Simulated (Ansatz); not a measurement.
Molecule: diiodo(methoxy)borane, CH$_{3}$BI$_{2}$O, net charge 0, singlet state. 
Geometry from a B3LYP-D3(BJ)/def2-TZVP (Ansatz, an electronic-structure program) optimisation:
SMILES: COB(I)I
```xyz
8

C     -3.0113    -0.3631    -0.1881
O     -1.9137     0.4666     0.2125
B     -0.6252     0.1862     0.0855
I      0.7876     1.6447     0.7868
I      0.0873    -1.6598    -0.7896
H     -3.9189     0.1781     0.0650
H     -2.9777    -1.3122     0.3455
H     -2.9696    -0.5476    -1.2608
```
Charge 0, spin multiplicity 1.

Basis-set convergence of Hartree-Fock and CCSD correlation energies (hartree) with Ansatz. Correlated levels leave the core frozen unless marked. No spin-orbit coupling. Frozen are the shells of the preceding noble gas and the d and f shells that filled before the atom's block. Past Kr the def2 sets carry scalar-relativistic core potentials.

```csv
basis,functions,E(HF),"E(corr, CCSD)"
def2-SVPD,157,-732.46554,-0.67026
def2-TZVPPD,283,-732.63748,-0.82484
def2-QZVPPD,473,-732.64573,-0.88902
```

Extrapolating the two largest sets (X = 3 and 4) as X^-3: E(corr) = (64·(-0.88902) - 27·(-0.82484))/37 = -0.9359 Eh, an estimate of the basis-set limit. The largest set recovers 95.0 % of it, the smallest 71.6 %.
